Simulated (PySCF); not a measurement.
# What a mistake does to a calculation on BClH5Si2

These are calculations, not measurements. The program is PySCF 2.14.0, an open-source quantum chemistry code, run on an isolated molecule that a program drew, which may never have been made. The molecule is BClH5Si2 (charge 0, doublet), drawn as the SMILES string `B[SiH2][SiH]Cl`.

Each row is a Hartree-Fock (HF) and frozen-core CCSD(T) single point in the cc-pV(D+d)Z basis, meant for a local HF minimum. Run 1 is clean. Each other run has one planted mistake out of seven kinds, and not every kind appears here: one electron removed, one electron added, multiplicity raised by two, geometry at a saddle point, minimal basis STO-3G, one bond length entered in bohr, all coordinates scaled. The reference is restricted for singlets and unrestricted otherwise, and also for a bond in bohr. Adding or removing an electron swaps singlet and doublet. Electrons count all cores. HOMO and LUMO are orbital energies over both spins, the gradient is its largest component, and the lowest frequency (negative if imaginary) is given only where the gradient is small. Bond lengths are over the 8 bonds as drawn. T1 is the CCSD diagnostic: over 0.02 (restricted) or 0.045 (unrestricted) a single reference is doubtful.

Geometry of the clean run:
```xyz
9
BClH5Si2, angstrom
B    -0.1331    1.5727    1.0545
Si   -0.0433   -0.0595   -0.1540
Si    2.1448   -0.9536    0.0333
Cl    3.5744    0.4765   -0.5010
H    -0.4042    1.4536    2.2162
H     0.1433    2.6623    0.6410
H    -0.2719    0.2434   -1.5868
H    -0.9644   -1.1475    0.2613
H     2.4953   -1.4018    1.4015
```

```
run,electrons,basis functions,<S^2>,HOMO (eV),LUMO (eV),gradient (hartree/bohr),lowest frequency (cm^-1),mean bond (Å),longest bond (Å),T1,HF (hartree),CCSD(T) (hartree),mistake
1,55,108,0.765,-8.81,0.33,1.4e-05,45,1.6676,2.371,0.0172,-1064.95604,-1065.43225,no fault
2,55,108,1.593,-8.84,0.34,1.0e-02,-,1.8325,2.801,0.0418,-1064.84774,-1065.31372,one bond length entered in bohr
3,56,108,0.000,-1.43,5.69,4.6e-02,-,1.6676,2.371,0.0326,-1064.96847,-1065.48585,one electron added
4,55,37,0.753,-6.48,4.61,3.2e-02,-,1.6676,2.371,0.0095,-1053.06683,-1053.21309,minimal basis STO-3G
5,55,108,0.770,-8.47,0.61,5.5e-02,-,1.5409,2.191,0.0182,-1064.90443,-1065.38098,?
```

**Which mistake was planted in run 5, and what did it cost?**

The mean and the longest bond both change by the same factor, 0.924, and the gradient is no longer small. So the mistake is: all coordinates scaled. Subtracting run 1 and multiplying by 627.51 kcal/mol a hartree, the energy moved by 32.4 kcal/mol in HF and 32.2 kcal/mol in CCSD(T).

Cautions from the logs. Run 3: T1 is over the limit, so its CCSD(T) energy is less reliable.
